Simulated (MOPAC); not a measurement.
Input for MOPAC: AM1 on H5NSe (a complex), monomers drawn apart or pushed together.

```
AM1 1SCF PRECISE CHARGE=0 THREADS=1
H5NSe

N     -0.06812484 1    -0.19824362 1     0.01565491 1
H     -0.97935394 1    -0.30565649 1    -0.41507422 1
H      0.38346057 1     0.60051671 1    -0.41481351 1
H      0.47875980 1    -1.02166890 1    -0.20822339 1
Se    -0.36285835 1     0.18461909 1     3.40285980 1
H      0.96491181 1     0.80432407 1     3.52404106 1
H     -0.21236245 1     0.03197720 1     1.93143493 1
```

Program output:

```
*******************************************************************************
 **                                                                           **
 **                              MOPAC v23.2.5                                **
 **                                                                           **
 *******************************************************************************
 ** MOPAC's Digital Object Identifier: https://doi.org/10.5281/zenodo.6511958 **
 **                                                                           **
 ** Please cite the open-source release paper for use of this MOPAC version:  **
 ** J. E. Moussa and J. J. P. Stewart (2026)                                  **
 ** MOPAC: An open-source semiempirical molecular orbital program             **
 ** J. Open Source Softw., 11(119), 8025, https://doi.org/10.21105/joss.08025 **
 *******************************************************************************

                              AM1 CALCULATION RESULTS

 *******************************************************************************
 *  AM1        - The AM1 Hamiltonian to be used
 *
 *
 *
 *                 CHARGE ON SYSTEM = 0
 *
 *
 *
 *  PRECISE    - TIGHTER CRITERIA TO BE USED
 *  1SCF       - DO 1 SCF AND THEN STOP
 *  THREADS=1  - MULTI-THREADING NOT USED
 *  T=         - A TIME OF 172800.0 SECONDS REQUESTED
 *  DUMP=N     - RESTART FILE WRITTEN EVERY 7200.0 SECONDS REQUESTED
 *******************************************************************************
AM1 1SCF PRECISE CHARGE=0 THREADS=1
 H5NSe

   ATOM   CHEMICAL          X               Y               Z
  NUMBER   SYMBOL      (ANGSTROMS)     (ANGSTROMS)     (ANGSTROMS)

     1       N         -0.06812484  *  -0.19824362  *   0.01565491  *
     2       H         -0.97935394  *  -0.30565649  *  -0.41507422  *
     3       H          0.38346057  *   0.60051671  *  -0.41481351  *
     4       H          0.47875980  *  -1.02166890  *  -0.20822339  *
     5      Se         -0.36285835  *   0.18461909  *   3.40285980  *
     6       H          0.96491181  *   0.80432407  *   3.52404106  *
     7       H         -0.21236245  *   0.03197720  *   1.93143493  *



          CARTESIAN COORDINATES

    NO.       ATOM           X           Y           Z

     1         N         -0.0681     -0.1982      0.0157
     2         H         -0.9794     -0.3057     -0.4151
     3         H          0.3835      0.6005     -0.4148
     4         H          0.4788     -1.0217     -0.2082
     5        Se         -0.3629      0.1846      3.4029
     6         H          0.9649      0.8043      3.5240
     7         H         -0.2124      0.0320      1.9314

  H: (AM1): M.J.S. DEWAR ET AL, J. AM. CHEM. SOC. 107 3902-3909 (1985)
  N: (AM1): M.J.S. DEWAR ET AL, J. AM. CHEM. SOC. 107 3902-3909 (1985)
 Se: (AM1): J. J. P. STEWART, J. MOL. MOD., 10, 155-164 (2004)

           Empirical Formula: H5 N Se  =     7 atoms



      MOLECULAR POINT GROUP   :   C1


      RHF CALCULATION, NO. OF DOUBLY OCCUPIED LEVELS = 8


 -------------------------------------------------------------------------------
 AM1 1SCF PRECISE CHARGE=0 THREADS=1
 H5NSe



     1SCF WAS SPECIFIED, SO BFGS WAS NOT USED
     SCF FIELD WAS ACHIEVED


                              AM1 CALCULATION
                                                       MOPAC v23.2.5 Linux




          FINAL HEAT OF FORMATION =         20.29014 KCAL/MOL =      84.89394 KJ/MOL


          COSMO AREA              =        100.25 SQUARE ANGSTROMS
          COSMO VOLUME            =         79.23 CUBIC ANGSTROMS

          IONIZATION POTENTIAL    =          7.528565 EV
          HOMO LUMO ENERGIES (EV) =         -7.529  0.681
          NO. OF FILLED LEVELS    =          8
          MOLECULAR WEIGHT        =         98.0062         POINT GROUP:  C1

          MOLECULAR DIMENSIONS (Angstroms)

            Atom       Atom       Distance
            H     6    H     2     4.53088
           Se     5    H     3     2.62916
            H     3    H     4     1.45846


          SCF CALCULATIONS        =          1





   ATOM   CHEMICAL          X               Y               Z
  NUMBER   SYMBOL      (ANGSTROMS)     (ANGSTROMS)     (ANGSTROMS)

     1       N         -0.06812484  *  -0.19824362  *   0.01565491  *
     2       H         -0.97935394  *  -0.30565649  *  -0.41507422  *
     3       H          0.38346057  *   0.60051671  *  -0.41481351  *
     4       H          0.47875980  *  -1.02166890  *  -0.20822339  *
     5      Se         -0.36285835  *   0.18461909  *   3.40285980  *
     6       H          0.96491181  *   0.80432407  *   3.52404106  *
     7       H         -0.21236245  *   0.03197720  *   1.93143493  *

                             CARTESIAN COORDINATES

   1    N       -0.068124840    -0.198243620     0.015654910
   2    H       -0.979353940    -0.305656490    -0.415074220
   3    H        0.383460570     0.600516710    -0.414813510
   4    H        0.478759800    -1.021668900    -0.208223390
   5   Se       -0.362858350     0.184619090     3.402859800
   6    H        0.964911810     0.804324070     3.524041060
   7    H       -0.212362450     0.031977200     1.931434930


           Empirical Formula: H5 N Se  =     7 atoms



      MOLECULAR POINT GROUP   :   C1


                  EIGENVALUES
 -33.11862 -20.03500 -16.32771 -16.31434 -12.80727 -11.66095 -10.07082  -7.52857
   0.68140   1.41462   3.70803   5.40377   5.41532


              NET ATOMIC CHARGES AND DIPOLE CONTRIBUTIONS

  ATOM NO.   TYPE          CHARGE      No. of ELECS.   s-Pop       p-Pop
    1          N          -0.374038        5.3740     1.59828     3.77576
    2          H           0.137985        0.8620     0.86202
    3          H           0.134906        0.8651     0.86509
    4          H           0.136609        0.8634     0.86339
    5         Se          -0.107817        6.1078     1.96059     4.14723
    6          H          -0.013135        1.0131     1.01314
    7          H           0.085491        0.9145     0.91451
 DIPOLE           X         Y         Z       TOTAL
 POINT-CHG.     0.076    -0.261    -1.900     1.919
 HYBRID         0.826     0.097    -1.779     1.964
 SUM            0.902    -0.164    -3.679     3.792


          ATOMIC ORBITAL ELECTRON POPULATIONS

     Atom    s        px        py        pz
    1  N   1.59828   1.08571   1.08835   1.60170
    2  H   0.86202
    3  H   0.86509
    4  H   0.86339
    5 Se   1.96059   1.17200   1.81779   1.15745
    6  H   1.01314
    7  H   0.91451

 **********************
 *                    *
 * JOB ENDED NORMALLY *
 *                    *
 **********************




 == MOPAC DONE ==
```

The run finished.

Cost: about 0.03 core-seconds (a rough figure).
